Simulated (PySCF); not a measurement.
InI, SMILES [In][I] (connectivity only; charge and spin as stated), neutral, multiplicity 1.

Geometry: PBE0-D3(BJ)/def2-TZVP. The def2 effective core potentials stand for the cores of I, In; spin–orbit coupling is left out.

Two levels are set side by side: PBE/def2-TZVPD (PySCF) and r2SCAN/def2-TZVPD (PySCF). Same geometry, gas phase. Differences are taken from unrounded values.

```
quantity                       PBE
---------------------------  -----
orbital gap (eV)              3.34
highest occupied level (eV)  -5.96
lowest empty level (eV)      -2.61
dipole moment (D)             3.35
mean polarisability (bohr³)   86.9
```

Q: These are the PBE values. What does r2SCAN give? (An estimate is asked for; the answer gives what the named calculation found.)

A: 
| quantity | r2SCAN | PBE minus r2SCAN |
|---|---|---|
| orbital gap (eV) | 3.76 | -0.41 |
| highest occupied level (eV) | -6.21 | 0.25 |
| lowest empty level (eV) | -2.45 | -0.16 |
| dipole moment (D) | 3.38 | -0.02 |
| mean polarisability (bohr³) | 84.3 | 2.6 |

Rough cost on one machine, each run with all the roots and properties that it gave: r2SCAN against PBE about 3 times.
